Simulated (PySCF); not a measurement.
Structure problem from calculated spectra and properties.

Elements present: C, H, N and O. Monoisotopic mass: 93.0215 u.

- 1H NMR: chemical shifts (computed TMS as zero) by class: 8.78 (1 H), 8.40 (1 H), 2.92 (1 H) ppm [GIAO PBE0/pcSseg-1]
- 13C NMR: chemical shifts (computed TMS as zero) by class: 170.3 (1 C), 156.9 (1 C), 109.4 (1 C), 92.8 (1 C), 76.2 (1 C) ppm [GIAO PBE0/pcSseg-1]
- Polarisability: 64.9 au [PBE0/def2-SVPD]
- Dipole: 2.47 D [PBE0/def2-SVPD]
- Rotational structure: rotational constants A, B, C: 9.803, 1.942, 1.621 GHz [GFN2-xTB]
- Triplet: lowest triplet excitation (Tamm–Dancoff): 3.79 eV [TDA PBE0/def2-SVPD]

Electronic properties: PySCF, gas phase, density fitting. Levels stand in brackets. Isolated species at its GFN2-xTB geometry, gas phase. Each NMR value is the plain mean over a class of atoms that symmetry, rotation or inversion makes alike.

Question: Which formula fits the mass and the elements?

Answer: C5H3NO (calculated 93.0215). No other formula that holds each of these elements comes within 0.0003 u with a fitting electron parity and a possible valence count.

Question: Give a SMILES that accounts for the data.

Answer: Numbering: `[CH:1]#[C:2][c:3]1[cH:4][n:5][o:6][cH:7]1`. Its formula, C5H3NO, gives 5 degrees of unsaturation: 1 ring and 4 π bonds in the structure found (Kekulé form). 5 carbons fall into 5 classes; from least to most shielded: aromatic CH next to a ring oxygen [C7] (170.3 ppm), aromatic CH next to a ring nitrogen [C4] (156.9 ppm), substituted aromatic carbon [C3] (109.4 ppm), terminal alkyne carbon [C1] (92.8 ppm), alkyne carbon [C2] (76.2 ppm). Hydrogen classes from least to most shielded: 1 H on an aromatic CH next to a ring oxygen, C7 (8.78 ppm), 1 H on an aromatic CH next to a ring nitrogen, C4 (8.40 ppm), 1 H on a terminal alkyne carbon, C1 (2.92 ppm). The optimised geometry has point group Cs and is an asymmetric top. Structure: `n1cc(co1)C#C`. Computed isomers that give other values at the same levels: `N#Cc1ccco1` (rotational constant A: 9.303 GHz; this holds for the one conformer computed); `C#CC#CC(N)=O` (13C chemical shifts (computed TMS as zero) by class: 153.4 (1 C), 80.1 (1 C), 77.6 (1 C), 73.0 (1 C), 70.7 (1 C) ppm). The assignments are read from this structure; whether some other isomer fits the data as well wasn't checked.
